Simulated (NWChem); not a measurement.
MgH$_{2}$S; SMILES [MgH][SH]

```xyz
4

Mg     0.2335    -1.1423     0.0000
H      0.3869    -2.8293     0.0000
S      0.0624     1.1706     0.0000
H     -1.2907     1.1478     0.0000
```
Atoms are numbered in this order, from 1.

All runs use the structure optimised with PBE0/def2-SVP.

Problem. Give the principal values of the shielding tensors (ppm) of Mg1, S3 from B3LYP/6-31G* (spherical d), GIAO (NWChem), with their diamagnetic and paramagnetic parts as GIAO splits them.

Solution. 
```json
[
 {"atom": "Mg1", "σ11": "396.5", "σ22": "398.5", "σ33": "697.6", "isotropic": "497.5", "diamagnetic": "713.9", "paramagnetic": "-216.3"},
 {"atom": "S3", "σ11": "735.5", "σ22": "756.8", "σ33": "847.6", "isotropic": "780.0", "diamagnetic": "1056.4", "paramagnetic": "-276.4"}
]
```
